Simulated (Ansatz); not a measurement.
Reaction (formal hydrolysis of a C–B bond): `BCC=N` + H₂O → `N=CCO` + BH₃

Program: Ansatz. Geometries: PBE0-D4/def2-TZVP. ΔE: electronic, gas phase. CCSD(T)/CBS adds triple-zeta CCSD(T) − MP2 to the extrapolated MP2 energy (def2 sets, frozen cores). This one scheme is used for every species. DFT in def2-TZVPP. B3LYP here is the variant with VWN-RPA as its local correlation; programs differ in this. HSE06 is defined as in plane-wave codes. One conformer a species, not always the lowest.

`BCC=N`:

Cartesian coordinates in Å:
```
B 0.932 0.019 1.228
C -0.271 0.345 0.300
C -0.460 -0.566 -0.869
N -0.526 -0.251 -2.090
H 1.406 0.868 1.923
H 1.346 -1.101 1.307
H -0.352 1.398 0.017
H -1.099 0.159 1.016
H -0.518 -1.633 -0.625
H -0.458 0.762 -2.207
```

H₂O:

Cartesian coordinates in Å:
```
O -0.372 0.083 0.080
H 0.232 0.583 -0.474
H 0.140 -0.665 0.394
```

`N=CCO`:

Cartesian coordinates in Å:
```
N -0.657 0.996 -0.830
C -0.681 -0.112 -0.225
C 0.534 -0.545 0.528
O 1.563 0.385 0.444
H -1.527 1.203 -1.312
H -1.541 -0.791 -0.209
H 0.244 -0.720 1.576
H 0.852 -1.522 0.132
H 1.213 1.106 -0.104
```

BH₃:

Z-matrix (Å, degrees):
```
B
H 1 1.193
H 1 1.193 2 120.0
H 1 1.193 2 120.0 3 180.0
```

| level | ΔE (kcal/mol) | difference from CCSD(T)/CBS |
| --- | --- | --- |
| LDA (SPW92) | 19.7 | -1.5 |
| PBE-D4 | 20.5 | -0.7 |
| revPBE-D4 | 20.3 | -0.9 |
| B97M-V | 20.7 | -0.5 |
| B3LYP-D4 | 19.3 | -1.9 |
| r2SCAN0-D4 | 20.4 | -0.8 |
| HSE06-D4 | 20.4 | -0.8 |
| BHLYP-D4 | 18.7 | -2.5 |
| CAM-B3LYP-D4 | 18.5 | -2.7 |
| ωB97X-V | 18.5 | -2.7 |
| ωB97M-V | 19.7 | -1.5 |
| B2PLYP | 19.5 | -1.7 |
| PBE-QIDH | 20.4 | -0.8 |
| PBE | 20.3 | -0.9 |
| revPBE | 20.5 | -0.7 |
| BLYP | 18.9 | -2.3 |
| r2SCAN | 20.3 | -0.9 |
| PBE0 | 20.2 | -1.0 |
| B3LYP | 18.9 | -2.3 |
| r2SCANh | 20.3 | -0.9 |
| r2SCAN0 | 20.3 | -0.9 |
| HSE06 | 20.2 | -1.0 |
| BHLYP | 18.4 | -2.8 |
| CAM-B3LYP | 18.3 | -2.9 |
| LC-ωPBE | 19.6 | -1.6 |
| RPA@PBE/def2-TZVPP | 18.1 | -3.1 |
| HF/def2-SVP | 14.1 | -7.1 |
| MP2/def2-SVP | 17.2 | -4.0 |
| CCSD/def2-SVP | 16.0 | -5.2 |
| CCSD(T)/def2-SVP | 16.0 | -5.2 |
| HF/def2-TZVPP | 16.8 | -4.4 |
| MP2/def2-TZVPP | 21.1 | -0.1 |
| SCS-MP2/def2-TZVPP | 19.6 | -1.6 |
| CCSD/def2-TZVPP | 19.7 | -1.5 |
| CCSD(T)/def2-TZVPP | 19.9 | -1.3 |
| HF/def2-QZVPP | 16.9 | -4.3 |
| MP2/def2-QZVPP | 22.0 | 0.8 |
| SCS-MP2/def2-QZVPP | 20.4 | -0.8 |
| HF/CBS(def2) | 17.0 | -4.2 |
| MP2/CBS(def2) | 22.5 | 1.3 |
| CCSD(T)/CBS | 21.2 | 0 |

Largest T1 diagnostic among the species: 0.012.

In def2-TZVPP, CCSD(T) changes the Hartree–Fock value by +3.1 kcal/mol (the triples alone add +0.2 kcal/mol) and MP2 by +4.4 kcal/mol. At CCSD(T), def2-SVP lies −5.2 kcal/mol from the extrapolated value and def2-TZVPP −1.3 kcal/mol.
